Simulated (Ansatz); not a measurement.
Ideal-gas functions of `B1[CH2][InH][O]1` at 500 K and 1 bar, from an Ansatz frequency run at PBE0-D4/def2-TZVP.

Molar mass 157.67 g/mol, point group Cs (symmetry number 1), electronic degeneracy 1, moments of inertia 51.96, 135.135, 183.949 u Å². Harmonic wavenumbers (cm⁻¹, unscaled): 108, 388, 394, 427, 480, 539, 700, 757, 803, 991, 999, 1070, 1340, 1387, 1857, 2538, 3084, 3139.

Use S(trans) = R[1.5 ln M + 2.5 ln T − 1.1517]; rotational temperatures θ = 24.2544 K / I; S(rot) = R[ln(√π/σ · √(T³/θAθBθC)) + 1.5]; for each mode x = 1.438777 ν̃/T, S = R[x/(eˣ − 1) − ln(1 − e⁻ˣ)] and H = RT x/(eˣ − 1); 1 cm⁻¹ = 0.0119627 kJ/mol; R = 8.31446 J/(mol·K).

Task: By hand: the entropy, in J/(mol·K).

Result: Translation 182.7. Rotation: θ = 0.4668, 0.1795, 0.1319 K, giving 113.5. Vibration, mode by mode: 18.06, 7.82, 7.70, 7.11, 6.26, 5.45, 3.77, 3.31, 2.98, 1.95, 1.91, 1.63, 0.87, 0.78, 0.25, 0.05, 0.01, 0.01, in all 69.9. Electronic 0.0. Sum 366.1 J/(mol·K).

Task: By hand: H − E and G − E in kJ/mol, counted from the electronic energy.

Result: Zero-point energy ½ × 21001 × 0.0119627 = 125.6; thermal vibration 20.2; translation, rotation and pV give 4 RT = 16.6. H − E = 162.4 kJ/mol, and G − E = 162.4 − 500 × 366.1/1000 = -20.7 kJ/mol.

Vibration gives 19 % of the entropy, 18.1 J/(mol·K) of it from the mode under 150 cm⁻¹: soft modes count most, and the harmonic formula is weakest for them.
